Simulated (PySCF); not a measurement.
Kr(29+): ionisation energy

Kr(29+) [He] 2s2 2p3 (4S) → Kr(30+) [He] 2s2 2p2 (3P), as a difference of total energies. Computed with PySCF 2.14 in an even-tempered Gaussian basis (17 s from 9.3 bohr⁻², ratio 2.2; 11 p from 12 bohr⁻², ratio 2.2; 6 d from 49 bohr⁻², ratio 2.4; 5 f from 73 bohr⁻², ratio 2.4; 4 g from 110 bohr⁻², ratio 2.4), with the non-relativistic Hamiltonian (point nucleus). Correlated levels: nothing frozen; virtual orbitals above 40 to 60 times the deepest correlated orbital energy dropped. The calculations carry no spin-orbit coupling.

| method | ionisation energy (eV) |
| --- | --- |
| UHF | 3391.0 |
| LDA | 3388.3 |
| PBE | 3388.7 |
| PBE0 | 3389.6 |
| r2SCAN | 3391.6 |
| PW91 | 3389.5 |
| B3LYP | 3390.0 |
| MP2 (all electrons) | 3390.6 |
| SCS-MP2 (all electrons) | 3390.1 |

Spin-orbit coupling is strong in these open shells (close to jj coupling). The scalar numbers leave it out and a first-order estimate fails, so it can dominate the gap to the real levels.

All relativistic terms are absent from these numbers, so their closeness to the reference says little about the methods.

For comparison: 3380 ± 30 eV (semi-empirical (NIST evaluation); NIST Atomic Spectra Database, ionization energies).
